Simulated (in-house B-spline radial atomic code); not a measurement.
Inner levels of lutetium as electrons are removed. A shift is the extra binding of the orbital against the neutral atom ([Xe] 4f14 5d1 6s2). Computed with a radial B-spline atomic code at the basis-set limit: non-relativistic Hartree-Fock, average of the configuration, point nuclei.

This level leaves out relativity, spin-orbit splitting included, which matters for heavy ions.

| ion | configuration | shift of 3s (eV) | shift of 3d (eV) | shift of 2s (eV) | radius of 3s (bohr) | radius of 3d (bohr) | radius of 2s (bohr) | Σ<r²> (bohr²) | change of density at nucleus (bohr⁻³) |
| --- | --- | --- | --- | --- | --- | --- | --- | --- | --- |
| Lu33+ | [Kr] 4d2 | 1284.57 | 1293.97 | 1325.07 | 0.22697 | 0.19099 | 0.090243 | 3.3125 | 366.04 |
| Lu34+ | [Kr] 4d1 | 1346.55 | 1357.41 | 1393.7 | 0.22669 | 0.19071 | 0.090228 | 3.0501 | 410.99 |
| Lu35+ | [Ar] 3d10 4s2 4p6 | 1409.35 | 1421.75 | 1463.42 | 0.2264 | 0.19041 | 0.090213 | 2.7955 | 457.06 |
| Lu36+ | [Ar] 3d10 4s2 4p5 | 1471.24 | 1485.46 | 1532.16 | 0.22615 | 0.19013 | 0.090194 | 2.5411 | 507.62 |
| Lu37+ | [Ar] 3d10 4s2 4p4 | 1533.76 | 1549.85 | 1601.72 | 0.22589 | 0.18985 | 0.090175 | 2.2924 | 559.13 |
| Lu38+ | [Ar] 3d10 4s2 4p3 | 1596.9 | 1614.92 | 1672.11 | 0.22563 | 0.18956 | 0.090155 | 2.0493 | 611.66 |
| Lu39+ | [Ar] 3d10 4s2 4p2 | 1660.66 | 1680.66 | 1743.32 | 0.22536 | 0.18927 | 0.090135 | 1.8117 | 665.17 |
| Lu40+ | [Ar] 3d10 4s2 4p1 | 1725.03 | 1747.08 | 1815.34 | 0.22509 | 0.18897 | 0.090114 | 1.5793 | 719.67 |
| Lu41+ | [Ar] 3d10 4s2 | 1790.02 | 1814.16 | 1888.19 | 0.22481 | 0.18867 | 0.090092 | 1.3521 | 775.16 |
